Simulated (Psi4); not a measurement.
CrO$_{4}$ (SMILES [O]=[Cr-2](=[O])(=[O])=[O]), charge -2, singlet, at a GFN2-xTB geometry (such geometries of metal compounds can be far from the true shape) (a gas-phase anion, which may not be bound at this level). Base run: M06-2X/STO-3G (Psi4 1.11).

Input for Psi4:
```
memory 2 GB

molecule mol {
-2 1
Cr    0.000000    0.000000   -0.000000
O     1.119118    0.636211   -1.006299
O     0.749129   -0.805372    1.208309
O    -0.956229   -1.031680   -0.831319
O    -0.912019    1.200841    0.629310
}

set {
  basis sto-3g
  reference rks
}

energy('m06-2x')
print_variables()
```

Each row names what was changed in the base input (with any setting that the change needs).

| change | ΔE vs base (mEh) | SCF cycles | grid points | basis functions |
|---|---|---|---|---|
| base | 0.000 | 11 | 105803 | 38 |
| dft_spherical_points = 194 | 0.320 | 11 | 67995 | 38 |
| scf_type = mem_df | 0.000 | 11 | 105803 | 38 |
| dft_basis_tolerance = 1e-8 | 0.000 | 11 | 103426 | 38 |
| dft_radial_points = 35 | -52.650 | 12 | 50283 | 38 |
| dft_radial_points = 150 | -0.385 | 11 | 210636 | 38 |
| df_basis_scf = def2-universal-jkfit | 0.000 | 11 | 105803 | 38 |
| diis_max_vecs = 15 | 0.000 | 11 | 105803 | 38 |
| dft_radial_scheme = mura | -1.162 | 11 | 107812 | 38 |
| scf_type = direct | 1.594 | 13 | 105803 | 38 |
| puream = false | -153.5 | 11 | 105803 | 39 |
| guess = core | 0.000 | 12 | 105803 | 38 |
| dft_nuclear_scheme = stratmann | 0.079 | 10 | 98627 | 38 |

A gas-phase anion may not be bound at this level; its values then depend on the basis.
